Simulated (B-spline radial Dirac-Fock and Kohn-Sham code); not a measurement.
**Te⁶⁺: photoemission with Mg Kα (1253.6 eV) photons**

System: Te⁶⁺ in the configuration [Kr] 4d10.

Input file task.json (cfg lists n, l and occupation; rrms is the nuclear radius in fm):

```json
{"items": [{
  "Z": 52,
  "q": 6,
  "cfg": [[1, 0, 2], [2, 0, 2], [2, 1, 6], [3, 0, 2], [3, 1, 6], [3, 2, 10], [4, 0, 2], [4, 1, 6], [4, 2, 10]],
  "A": 130,
  "rrms": 4.7423,
  "do": ["binding", "quiet", "photo", "scan"],
  "hv": [45.0, 693.0, 744.0, 1253.6, 1486.9, 3940.0, 4390.0, 6000, 6620.0, 7660.0, 8047.8, 21400.0, 40000, 80000, 100000, 200000]
}]}
```

Launch: `python xray_run.py task.json out`

The computed values come from a radial B-spline solver: Dirac-Hartree-Slater photoionisation with all multipoles and Dirac-Fock thresholds. The asymmetry parameter β is from the dipole term alone. Kinetic energies are from the vacuum level.

The last column is dσ/dΩ = σ/(4π) · [1 − (β/2) P₂(cos θ)] at θ = 0° from the beam of unpolarised light.

```csv
subshell,electrons,binding (eV),kinetic (eV),σ (kb),β,dσ/dΩ (kb/sr)
3s,2,1096.5,157.1,62.7,1.98,≈ 0
3p1/2,2,959.8,293.8,87.3,1.33,2.32
3p3/2,4,908.2,345.4,188,1.37,4.69
3d3/2,4,669.6,584.0,270,1.12,9.49
3d5/2,6,659.2,594.4,?,?,?
4s,2,262.6,991.0,17.0,1.99,≈ 0
4p1/2,2,214.0,1039.6,19.5,1.68,0.245
4p3/2,4,204.2,1049.4,39.6,1.70,0.480
4d3/2,4,124.2,1129.4,32.1,1.34,0.837
4d5/2,6,122.7,1130.9,46.5,1.33,1.24
```

Q: What are σ and β for 3d5/2?

A: σ = 393 kb, the largest of all subshells and 34 % of the total, and β = 1.13, which gives dσ/dΩ = 13.6 kb/sr.
